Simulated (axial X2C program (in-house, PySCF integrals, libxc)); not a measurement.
Low determinants of NaAu⁻ at the PBE0 level, 2c

Calculated with an axial X2C code built on PySCF integrals. Two-component (2c) means X2C with spin–orbit coupling and atomic mean-field two-electron Coulomb and Gaunt terms. Basis: Au dyall-acv3z [14s15p10d6f4g], Na dyall-av3z [10s9p5d2f] (cores contracted in-house); Gaussian nuclei, density fitting, unrestricted open shells. Masses: Au 196.967 u, Na 22.990 u.

Search at 2.790 Å (vertical energies from the lowest determinant):

```csv
ΔE (eV),state,electrons beyond evenly filled partner blocks,"electrons in ±ω = 1/2, 3/2, 5/2, 7/2"
0.00,Ω = 1/2,ω = 1/2,53 26 10 2
0.77,Ω = 3/2,ω = 3/2,52 27 10 2
2.23,Ω = 5/2,ω = 5/2,52 26 11 2
3.03,Ω = 5/2,"2 × ω = 1/2, ω = 3/2",52 27 10 2
3.07,Ω = 3/2,3 × ω = 1/2,53 26 10 2
3.17,Ω = 1/2,"2 × ω = -1/2, ω = 3/2",52 27 10 2
3.83,Ω = 5/2,ω = 5/2,54 26 9 2
```

Lowest determinant, Ω = 1/2 (⟨Sz⟩ = 0.50, ⟨Lz⟩ = 0.00 at PBE0): Re = 2.775 Å, ωe = 168.6 cm⁻¹.

The determinant in row 2 of the search, Ω = 3/2 (⟨Sz⟩ = 0.50, ⟨Lz⟩ = 1.00 at PBE0), was followed along the bond at PBE0; measured from the minimum of the lowest determinant it gives:

Te = 0.712 eV (5741 cm⁻¹), Re = 2.604 Å, ωe = 236.3 cm⁻¹.

Task: Compare the bond of the determinant in row 2 with that of the lowest one.

Result: At PBE0 its Re is 0.171 Å shorter and its force constant, which goes as ωe², is 1.96 times that of the lowest determinant. T0 ≈ Te + Δωe/2 = 5741 + (34) = 5775 cm⁻¹.

The search compares states at one distance, so a state with another bond length can lie lower; it is not exhaustive and yields mostly the lowest determinant of each block pattern, so other components and higher states of one pattern are missing. These are energies of single determinants, not of spin-adapted states; PBE0 term energies can be off by some tenths of an eV, and the functional has no current term. For an anion, determinants above electron detachment are held by the basis set. The highest occupied level of some functionals is positive through self-interaction error; at Hartree–Fock it is bound. Row 1 has a positive highest level at its minimum. Row 2 has a positive highest level at its minimum.
